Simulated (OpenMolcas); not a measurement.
## Ru3+: moving the ligands

Ru3+ with 6 ligands (fluoride) in octahedral coordination (Oh) at 1.99 Å. A charge of +0.5 e stands 2.6 Å behind each ligand. Ligand basis ANO-RCC-VDZP.

```json
{"Program": "OpenMolcas", "Method": "CASSCF", "Basis": "ANO-RCC-VDZP [6s5p3d1f]", "Scalar Hamiltonian": "DKH2, point nucleus", "Active space": "5 electrons in 5 orbitals (4d)", "State averaging": "2S+1 = 6 even, 1 root; 2S+1 = 4 even, 24 roots; 2S+1 = 2 even, 75 roots", "Spin-orbit coupling": "state interaction with AMFI integrals over the reference wave functions"}
```

Runs around this geometry, states (labels of O, the rotations of Oh). Energies in cm-1 above the lowest state or level, χT in cm3 K/mol; under a threefold ground state the first gap can be a small split of the lowest multiplet, not the spin-orbit step; 10Dq and B are least-squares fits to the states below 45000 cm-1, weighted by degeneracy, with a free offset, and given where the rms deviation is under 5 % of |10Dq| (or 100 cm-1) and under 700 cm-1.

```
R (Å)  Ground state  First state of that spin   10Dq  B (rms of fit)  First gap with spin-orbit (degeneracies)  χT at 300 K  First state of another spin
 1.93           2T2                 2T1 21578  25511       786 (234)                               2008 (2, 4)        0.620                     6A1 9117
 1.99           2T2                 2T1 18089  21934       790 (235)                               2034 (2, 4)        0.664                     6A1 1677
 2.07           6A1                            17984       792 (216)                               14.2 (2, 4)        4.305                     2T2 6412
```

Taking |10Dq| as R^-n, n = -ln(17984 / 25511) / ln(2.07 / 1.93) = 5.0 between the shortest and longest distance. The point-charge formula for a cubic d site gives n = 5.

The ground state changes within this set.

Without dynamic correlation the repulsion within the d shell is too large (B by tens of per cent), so at a given field states of lower spin stand too high. With metal d orbitals alone the field can be off either way by tens of per cent. Ligand-to-metal charge-transfer states are missing. With no ligand orbital active B as a rule stays too high, so bands that hang on it stand too high and its fall with covalency is understated. An orbital triplet at a regular site is open to Jahn-Teller coupling, which can distort the site and quench the lowest spin-orbit gaps and is left out (holds for R = 1.93; R = 1.99). This shell can be high or low spin here, a state of another spin lies low, and with metal d orbitals alone active their balance is uncertain, so the ground spin may be wrong, although the usual error favours high spin (holds for R = 1.93; R = 1.99). The least metal-like active orbital is 81 % on the metal (Löwdin) and no ligand orbital is active, so the numbers are rough (holds for R = 1.93). The least metal-like active orbital is 82 % on the metal (Löwdin) and no ligand orbital is active, so the numbers are rough (holds for R = 1.99). This shell can be high or low spin here, a state of another spin lies low, and with metal d orbitals alone active their balance is uncertain, so the ground spin may be wrong (holds for R = 2.07). No measured value stands beside these numbers; the geometry was imposed, not optimised, and the real ion may take another.
